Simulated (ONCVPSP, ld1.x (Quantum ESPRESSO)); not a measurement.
# Potentials for gold compared

Generated with ld1.x 7.5 (TM, RRKJ, ultrasoft, PAW), atompaw 4.2 or ONCVPSP 4.0.1. The cutoff is in Ry: for ld1.x and atompaw files where the sum of valence levels is converged to 10 mRy in a Bessel basis, for ONCV files where the hardest occupied wave has 1 mHa per electron of residual kinetic energy. The error is the largest all-electron minus pseudo excitation energy over each file’s own four to seven test configurations (ionisations up to +4, promotions, holes and added fractions of an electron), all of which were solved. The labels leave out finer settings (local radius, basis sizes, second energies), which also bear on the numbers. Spin-polarised tests are not counted. The rows are a selection from randomly drawn settings: files with unsolved tests, undetermined cutoffs or missed reference levels are left out.

A true bound ghost makes a file unfit for plane-wave use even where its test errors are small: the radial tests pick states by their node count and pass the ghost by.

| potential | cutoff (Ry) | largest error (meV) | bound ghosts |
| --- | --- | --- | --- |
| ONCV, Wu-Cohen, scalar-relativistic, rc 1.30/1.65/2.25 (spd), local smoothed, core correction yes, reference 5s2 5p6 5d10 6s1, qcut 9.6/10.4/5.7, projectors 2/2/2 | 69 | +23 | none |
| ultrasoft, BP86, scalar-relativistic, rc 2.60/2.95/1.55 (spd), local smoothed, core correction no, reference 5d9 6s2 6p0 | 45 | +95 | s |
| ONCV, PBEsol, scalar-relativistic, rc 1.60/1.75/1.75 (spd), local smoothed, core correction no, reference 5s2 5p6 5d10, qcut 6.9/9.7/10.6, projectors 2/3/2 | 45 | -17 | none |
| ONCV, PW91, fully relativistic, rc 1.55/1.15/2.10 (spd), local smoothed, core correction yes, reference 5s2 5p6 5d8, qcut 8.4/7.6/8.7, projectors 2/1/2 | 190 | -6.1 | s, p3/2 |
| ONCV, PBE, scalar-relativistic, rc 1.50/1.10/1.40 (spd), local smoothed, core correction no, reference 5s2 5p6 5d10 6s1, qcut 9.3/6.8/6.2, projectors 2/2/3 | 369 | -35 | none |
| TM semilocal, PBEsol, scalar-relativistic, rc 2.45/3.80/1.55 (spd), local p, core correction no, reference 5d10 6s1 6p0 | 45 | -200 | none |

Question: Fill in the row for Au: ONCV, PBE, scalar-relativistic, rc 1.45/1.65/2.35 (spd), local smoothed, core correction yes, reference 5s2 5p6 5d10 6s0.5, qcut 9.3/7.8/6.7, projectors 2/1/3.

Answer: cutoff 61 Ry, largest error +12 meV, bound ghosts: none.
